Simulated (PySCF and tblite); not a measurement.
Results of a calculation; reference values are marked as such.
C₉H₇F₃O, numbered as in [OH:1][c:2]1[cH:3][cH:4][cH:5][c:6]2[c:7]1[CH2:8][C@@H:9]2[C:10]([F:11])([F:12])[F:13]. Conformers came from 60 starts (ETKDG and KDG, MMFF94s, GFN2-xTB); geometries are GFN2-xTB. Weights use PBE0-D3(BJ)/6-31G* energies plus GFN2-xTB zero-point and thermal terms (modes under about 100 cm⁻¹ blended into free rotors). Symmetry numbers and mirror images are counted. Conformers within 2.5 kcal/mol (GFN2-xTB free energy) were kept, 3 at most. GIAO shieldings: PBE0/6-31G*. Shifts are against TMS (¹H), TMS (¹³C), CFCl3 (¹⁹F) at the same level. Run with PySCF (density fitting) and tblite.

Torsions listed: H1–O1–C2–C3. The 4-ring runs over atoms 6–7–8–9.

```csv
conformer,shape,point group,mirror pair,ΔE(DFT),Δ(G−E) at 298.15 K,δ H3 (ppm)
1,4-ring flat; -178°,C1,no,0.00,0.00,6.86
2,4-ring flat; -1°,C1,no,0.12,0.00,6.35
```

Energies in kcal/mol; the thermal term leaves out symmetry numbers and mirror images.

(1) Work out the weights at 298.15 K and the ¹H shift of H3 under fast exchange.

Results:

(1) RT = 0.592 kcal/mol. Each conformer gets RT ln(σ/g), with σ the rotational symmetry number and g = 2 for a mirror pair: 1: σ = 1, g = 1, G = 0.00 + 0.00 + 0.00 = 0.00, 0.00 above the lowest, exp(−ΔG/RT) = 1.000; 2: σ = 1, g = 1, G = 0.12 + 0.00 + 0.00 = 0.12, 0.12 above the lowest, exp(−ΔG/RT) = 0.813. The sum is 1.813, so the weights are 55.2, 44.8 %. The averaged shift is 6.63 ppm. At 298.15 K the leading conformer alone gives 6.86 ppm and bare DFT energies give 6.63 ppm.


Conformer gaps in 6-31G* on xTB geometries can be 2 kcal/mol off for S=O, P=O and other polar bonds.